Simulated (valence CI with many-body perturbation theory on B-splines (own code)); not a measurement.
## Ta32+ in brief

Level of theory: relativistic CI+MBPT: five valence electrons over a frozen Dirac-Fock core [Kr], radial functions for each j: 7 s, 7 p, 8 d, 6 f, 4 g, 1 h, with the one-electron correlation potential Σ1, the two-electron term Σ2, the three-electron term Σ3, Breit, model QED; selected CI, second order for the rest (own B-spline code, finite nucleus).

No measured spectrum was set against this ion. As an estimate, large intervals hold to a few tenths of a per cent, small ones and those within an open d or f shell to about a per cent. Only levels of the ground parity were solved; by the run's estimate the other parity begins above the list, which can be wrong where configurations are misplaced.

Levels are named by their leading jj configuration (3d3/2^4 stands for four electrons in 3d with j = 3/2), which in mixed levels can hold well under half, so a name can repeat and another be missing.

Rates and lifetimes use the calculated energies. Strong lines usually hold to 10 to 20 %, long lifetimes can be off by a factor of two.

(1) What is the ground level?

(2) How well does LS coupling describe the low levels?

(3) What is the ionisation energy?

## Answers

(1) (4d3/2^4 4d5/2) J=5/2, composition 29 % 4d⁵ ⁴P + 21 % 4d⁵ ²D + 18 % 4d⁵ ⁶S, g = 1.388.

(2) Among the lowest 20 levels the leading LS term, summed over configurations, holds 49 % on average. For single configurations the figures are 48 % in LS and 93 % in jj coupling. Terms mix most in the J = 5/2 level at 0.000 eV, where the leading one holds 29 %.

(3) 1313.9 eV; NIST lists 1313 ± 4 eV (theoretical).
